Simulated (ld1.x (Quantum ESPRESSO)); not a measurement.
# gallium (Ga): excitation energies, all-electron against PAW

```json
{"Element": "gallium", "Generator": "ld1.x (Quantum ESPRESSO) 7.5", "Type": "PAW", "Functional": "PBE", "Relativity": "scalar-relativistic", "Frozen core": "[Ar] 3d10", "Valence charge": "3", "Reference configuration": "4s2 4p0.75 (charge +0.25)", "Partial waves": "4s (bound): rcut 1.65, rcutus 1.95 bohr; 4s channel at 0.3 Ry: rcut 1.65, rcutus 1.95 bohr; 4p (bound): rcut 1.70, rcutus 2.30 bohr; 4p channel at 0.8 Ry: rcut 1.70, rcutus 2.30 bohr", "Local potential": "all-electron potential smoothed inside 2.10 bohr (lloc = -2)", "Core correction": "Bessel-smoothed model core inside 1.55 bohr", "Augmentation charge": "PSQ, inside the norm-conserving radii"}
```

Energies are relative to the spin-unpolarised reference configuration 4s2 4p0.75; without spin polarisation the order of configurations can differ from experiment.

```json
{"valence configuration": "4s2 4p1", "charge": "0", "ΔE all-electron (eV)": "-0.825", "error AE − PS (meV)": "-0.2"}
{"valence configuration": "4s2 4p0", "charge": "+1", "ΔE all-electron (eV)": "4.863", "error AE − PS (meV)": "-9.2"}
{"valence configuration": "4s1 4p0", "charge": "+2", "ΔE all-electron (eV)": "25.991", "error AE − PS (meV)": "-189"}
{"valence configuration": "4s2 4p1.3", "charge": "-0.3", "ΔE all-electron (eV)": "-1.359", "error AE − PS (meV)": "-0.8"}
{"valence configuration": "4s2 4p0.5", "charge": "+0.5", "ΔE all-electron (eV)": "1.206", "error AE − PS (meV)": "-0.7"}
{"valence configuration": "4s1 4p2", "charge": "0", "ΔE all-electron (eV)": "5.713", "error AE − PS (meV)": "-16"}
```

(1) What are ΔE and the potential's error for 4s1 4p1?

Answers

(1) ΔE = 12.236 eV all-electron; the error (AE − PS) is -49 meV.
